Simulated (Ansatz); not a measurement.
Consider the ligand exchange at a Ge–C bond: `N[CH2][GeH2][NH2]` + `N[SiH](O)F` → `[NH2][GeH2][O][SiH](N)F` + CH₃NH₂.

Program: Ansatz. Geometries: PBE0-D4/def2-TZVP. ΔE: electronic, gas phase. CBS: MP2 limit from def2 TZ/QZ plus the TZ coupled-cluster correction, frozen cores. This one scheme is used for every species. For Ge outer-core shells are correlated without core-valence functions, which leaves a few kJ/mol of doubt a bond. Scalar relativity is left out up to krypton. Each species was taken in one conformer, which may not be the lowest.

| species | CCSD(T)/CBS(def2) energy (Eh) |
| --- | --- |
| `N[CH2][GeH2][NH2]` | -2228.38260 |
| `N[SiH](O)F` | -521.31725 |
| `[NH2][GeH2][O][SiH](N)F` | -2653.97797 |
| CH₃NH₂ | -95.75281 |

**Question.** Work out ΔE.

**Answer.** ΔE = (-2653.97797) + (-95.75281) − (-2228.38260) − (-521.31725) = -0.03093 Eh = -81.2 kJ/mol.

Largest T1 diagnostic among the species: 0.012.

In def2-TZVPP, CCSD(T) changes the Hartree–Fock value by +13.7 kJ/mol (the triples alone add +0.4 kJ/mol) and MP2 by +14.4 kJ/mol. The D4 term adds −5.8 kJ/mol with B3LYP and −3.6 kJ/mol with PBE0; it sums over pairs of atoms, weighted by their polarisabilities, and B3LYP, whose exchange is more repulsive, gets the larger term.

B3LYP here is the variant with VWN-RPA as its local correlation; programs differ in this.
